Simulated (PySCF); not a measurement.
Atom-mapped SMILES (the numbers label the heavy atoms): `[CH:1]#[C:2][C@:3]([F:4])([CH:5]=[CH2:6])[SiH2:7][OH:8]`. Each H is labelled by its parent atom. Ha(C6) is cis to C3; Ha(Si7) is pro-R; Hb(Si7) is pro-S; Hb(C6) is trans to C3.

[PySCF 2.14.0 with density-fitted response routines: shielding tensors at PBE0/pcSseg-1 (GIAO); structure optimised with GFN2-xTB; one computed conformer; relativity neglected; gas phase]

List the cross peaks expected in HSQC, COSY and HMBC spectra.

Answers



HSQC (one-bond C–H):
| δH | δC |
| --- | --- |
| 6.14 (H(C5)) | 144.1 (C5) |
| 5.65 (Ha(C6)) | 118.5 (C6) |
| 5.59 (Hb(C6)) | 118.5 (C6) |
| 2.61 (H(C1)) | 90.4 (C1) |

COSY cross peaks (H two or three bonds apart, from the bond graph; peaks can be absent where the dihedral angle is near 90°):
| δH | δH |
| --- | --- |
| 6.14 (H(C5)) | 5.65 (Ha(C6)) |
| 6.14 (H(C5)) | 5.59 (Hb(C6)) |
| 5.65 (Ha(C6)) | 5.59 (Hb(C6)) |
| 5.05 (Hb(Si7)) | 4.60 (Ha(Si7)) |

HMBC (two and three bonds, from the bond graph):
| δH | δC |
| --- | --- |
| 6.14 (H(C5)) | 118.5 (C6), 92.7 (C3), 83.0 (C2) |
| 5.65 (Ha(C6)) | 144.1 (C5), 92.7 (C3) |
| 5.59 (Hb(C6)) | 144.1 (C5), 92.7 (C3) |
| 5.05 (Hb(Si7)) | 144.1 (C5), 92.7 (C3), 83.0 (C2) |
| 4.60 (Ha(Si7)) | 144.1 (C5), 92.7 (C3), 83.0 (C2) |
| 2.61 (H(C1)) | 92.7 (C3), 83.0 (C2) |

Referencing at the same level of theory: TMS for ¹H (31.72 ppm) and ¹³C (186.93 ppm).

OH/NH shifts are gas-phase values; hydrogen bonding in solution moves them, usually downfield. Shifts are as computed. Against solution values, carbons near 30 ppm lie about +3 ppm off and those near 130 ppm about +5 ppm. Of 1211 compounds with measured shifts, 218 miss one by over three times the rms of a fit or turn the order of signals round; such compounds aren't used in these exercises.
